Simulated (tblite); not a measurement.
Calculated harmonic vibrations of the isolated species, GFN2-xTB (tblite), most abundant isotopes, no scaling. Errors from tens to a few hundred cm⁻¹ against measured bands are possible. Modes of hydrogen on phosphorus, silicon and sulfur can be 10 to 20 % off. One conformer each. Thermal functions are those of the rigid rotor and harmonic oscillator, without mixing of conformers.

Question: Order these by their heat capacity Cp at 298.15 K, highest first (cal/(mol K)).
A. `F[C@@H]1[C@H](OC)[SiH2]1`
B. `C=C1C[C@H]1CNCCC`
C. `C1OCC[C@]1(F)C`
D. `CCC1=C[P@]1(P)=NC`
E. `C=C(CCCC)/N=C/C`
F. `c1(ccccc1[SiH2][SiH2]S)O`
G. `Fc1occc(=S)c1Cl`

Answer: F (49.8), E (42.8), D (42.2), B (41.2), G (30.2), A (29.6), C (27.8).

```csv
SMILES,atoms,mass (u),symmetry number,modes under 300 cm⁻¹,ZPE (kcal/mol),S translation (cal/(mol K)),S rotation,S vibration,S,Cp
Oc1ccccc1[SiH2][SiH2]S,20,186.00,1,8,83.7,41.6,31.1,41.4,114.1,49.8
C=C(CCCC)/N=C/C,24,125.12,1,10,132.3,40.4,30.1,36.8,107.3,42.8
CCC1=C[P@]1(P)=NC,19,147.04,1,10,90.9,40.9,29.9,38.2,109.0,42.2
C=C1C[C@H]1CNCCC,24,125.12,1,8,133.1,40.4,29.7,34.1,104.1,41.2
Fc1occc(=S)c1Cl,11,163.95,1,5,36.3,41.2,29.9,18.8,89.9,30.2
CO[C@@H]1[SiH2][C@@H]1F,13,106.03,1,5,57.5,39.9,27.4,17.8,85.0,29.6
C[C@@]1(F)CCOC1,16,104.06,1,3,83.7,39.9,27.2,15.1,82.1,27.8
```

Entropies and Cp are for 298.15 K and 1 bar.
